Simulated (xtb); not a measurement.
Si(H)(F)(Br)(NH2) (BrFH3NSi), SMILES N[SiH](F)Br. All values are semi-empirical tight-binding results from xtb (GFN2-xTB unless named), good for trends rather than for accurate numbers. Coordinates come from a GFN2-xTB optimisation. This is a generated structure with no PubChem entry under its InChIKey; it may be hypothetical. One conformer was computed; it need not be the lowest.

Optimised geometry:

```xyz
7

Si     0.3136    -0.8396     0.4647
N      1.9701    -0.7086     0.0964
F     -0.2494    -1.9910    -0.4890
Br    -0.5956     1.0639    -0.1425
H     -0.1432    -1.1715     1.7947
H      2.5464    -1.5309     0.0485
H      2.5038     0.1001     0.3644
```
Charge 0, spin multiplicity 1.

Computed properties:
The orbital gap is 6.47 eV and the zero-point energy comes out as 23.7 kcal/mol. The G − E(el) at 298.15 K (modified RRHO) is 4.4 kcal/mol. The static polarisability (D4 model) is 63.8 bohr³ and the solvation energy, GFN2-xTB/ALPB(water) is -3.2 kcal/mol. The solvation energy, GFN2-xTB/ALPB(toluene) is -3.3 kcal/mol.

Give the atomic charges and the Wiberg bond orders between heavy atoms. (An estimate is asked for; the answer gives what the named calculation found.)

charges (e) Si1 0.58, N2 -0.38, F3 -0.27, Br4 -0.20, H5 -0.06, H6 0.16, H7 0.17. Bond orders Si1–N2 1.20, Si1–F3 1.08, Si1–Br4 1.08.
